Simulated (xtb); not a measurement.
C₆H₁₁O₃, doublet, from a rough starting geometry; GFN2-xTB run with xtb.

Here is a job for xtb.
```
$ xtb mol.xyz --gfn 2 --uhf 1 --opt vtight --json

# file mol.xyz
20

C     -3.09526687    -1.23344357    -0.25180691
C     -1.92878691    -0.49393651     0.43903736
O     -1.82670636    -0.48113315     1.58262111
O     -1.18891762     0.30798425    -0.43392406
C     -0.10110174     0.93486818     0.17232054
C     -0.09473828     2.33105107    -0.47936449
C      1.18185988     0.22260022    -0.21369880
O      1.15167507    -1.05397116     0.60132429
C      2.40251459    -1.69474480     0.50088117
H     -3.16872192    -1.14657900    -1.31756500
H     -3.71339380    -1.81868551     0.32331531
H     -0.25452104     1.00073814     1.24362536
H      0.09515608     2.23363346    -1.61514611
H     -1.05398216     2.86245556    -0.29036627
H      0.66989665     2.94956815    -0.10746692
H      1.19567244     0.00129727    -1.26176394
H      2.04105513     0.84078214     0.11719249
H      2.25581562    -2.64931863     1.02423964
H      3.22422181    -1.08494217     0.70353980
H      2.49310971    -2.01617666    -0.65900021
```

Output, abridged:

```
   ID    Z sym.   atoms
    1    6 C      1, 2, 5-7, 9
    2    8 O      3, 4, 8
    3    1 H      10-20

           -------------------------------------------------
          |                Calculation Setup                |
           -------------------------------------------------

           -------------------------------------------------
          |                 G F N 2 - x T B                 |
           -------------------------------------------------

          ...................................................
          :                      SETUP                      :
          :.................................................:
          :  # basis functions                  47          :
          :  # atomic orbitals                  47          :
          :  # shells                           29          :
          :  # electrons                        53          :
          :  max. iterations                   250          :
          :  Hamiltonian                  GFN2-xTB          :
          :  restarted?                      false          :
          :  GBSA solvation                  false          :
          :  PC potential                    false          :
          :  electronic temp.          300.0000000     K    :
          :  accuracy                    1.0000000          :
          :  -> integral cutoff          0.2500000E+02      :
          :  -> integral neglect         0.1000000E-07      :
          :  -> SCF convergence          0.1000000E-05 Eh   :
          :  -> wf. convergence          0.1000000E-03 e    :
          :  Broyden damping             0.4000000          :
          :  net charge                          0          :
          :  unpaired electrons                  1          :
          ...................................................

 iter      E             dE          RMSdq      gap      omega  full diag
   1    -30.7883185 -0.307883E+02  0.464E+00    5.32       0.0  T
   2    -30.8504532 -0.621347E-01  0.241E+00    4.86       1.0  T
   3    -30.8513440 -0.890761E-03  0.108E+00    5.15       1.0  T
   4    -30.8534774 -0.213345E-02  0.200E-01    4.81       1.0  T
   5    -30.8537947 -0.317240E-03  0.832E-02    4.91       1.0  T
   6    -30.8538028 -0.813221E-05  0.313E-02    4.89       1.0  T
   7    -30.8538048 -0.204816E-05  0.933E-03    4.90       2.4  T
   8    -30.8538050 -0.192784E-06  0.311E-03    4.90       7.2  T
[...]
 * total energy  :   -30.5800087 Eh     change       -0.2892305E-05 Eh
 * total energy  :   -30.5800118 Eh     change       -0.3058851E-05 Eh
 * total energy  :   -30.5800153 Eh     change       -0.3537782E-05 Eh
 * total energy  :   -30.5800191 Eh     change       -0.3728238E-05 Eh
 * total energy  :   -30.5800225 Eh     change       -0.3461484E-05 Eh
 * total energy  :   -30.5800249 Eh     change       -0.2362669E-05 Eh
 * total energy  :   -30.5800262 Eh     change       -0.1329727E-05 Eh
 * total energy  :   -30.5800270 Eh     change       -0.8198597E-06 Eh
 * total energy  :   -30.5800275 Eh     change       -0.4296282E-06 Eh
 * total energy  :   -30.5800277 Eh     change       -0.2138537E-06 Eh
 * total energy  :   -30.5800278 Eh     change       -0.1230452E-06 Eh
 * total energy  :   -30.5800279 Eh     change       -0.9088720E-07 Eh
   *** GEOMETRY OPTIMIZATION CONVERGED AFTER 54 ITERATIONS ***
         :: total energy             -30.580027905768 Eh    ::
[...]
 ---------------------------------------------------------------------------
     1   6 C    3.395 --     2 C    1.205    10 H    0.978    11 H    0.976
                             3 O    0.158
     2   6 C    3.935 --     3 O    1.624     1 C    1.205     4 O    1.079
     3   8 O    1.996 --     2 C    1.624     4 O    0.176     1 C    0.158
     4   8 O    2.297 --     2 C    1.079     5 C    0.943     3 O    0.176
     5   6 C    3.933 --     6 C    0.994     7 C    0.987    12 H    0.951
                             4 O    0.943
     6   6 C    3.991 --     5 C    0.994    13 H    0.985    15 H    0.984
                            14 H    0.983
     7   6 C    3.960 --     8 O    0.991     5 C    0.987    16 H    0.964
                            17 H    0.964
     8   8 O    2.075 --     9 C    0.995     7 C    0.991
     9   6 C    3.951 --     8 O    0.995    18 H    0.980    19 H    0.977
                            20 H    0.977
    10   1 H    0.992 --     1 C    0.978
    11   1 H    0.990 --     1 C    0.976
    12   1 H    0.995 --     5 C    0.951
    13   1 H    0.997 --     6 C    0.985
    14   1 H    0.995 --     6 C    0.983
    15   1 H    0.997 --     6 C    0.984
    16   1 H    0.999 --     7 C    0.964
    17   1 H    0.998 --     7 C    0.964
    18   1 H    0.996 --     9 C    0.980
    19   1 H    0.999 --     9 C    0.977
    20   1 H    0.999 --     9 C    0.977
 ---------------------------------------------------------------------------

Topologies differ in total number of bonds
Writing topology from bond orders to xtbtopo.mol

molecular dipole:
                 x           y           z       tot (Debye)
 q only:        0.614      -0.176      -0.959
   full:        0.754      -0.217      -1.165       3.571
molecular quadrupole (traceless):
                xx          xy          yy          xz          yz          zz
 q only:        3.734       4.121       2.154       5.332      -0.673      -5.888
  q+dip:        4.069       5.915       1.098       5.860       0.098      -5.167
   full:        4.159       5.018       1.785       6.179      -1.009      -5.945

optimized geometry written to: xtbopt.xyz

           -------------------------------------------------
          | TOTAL ENERGY              -30.580027905768 Eh   |
          | GRADIENT NORM               0.000026191855 Eh/α |
          | HOMO-LUMO GAP               5.287491629606 eV   |
           -------------------------------------------------
```
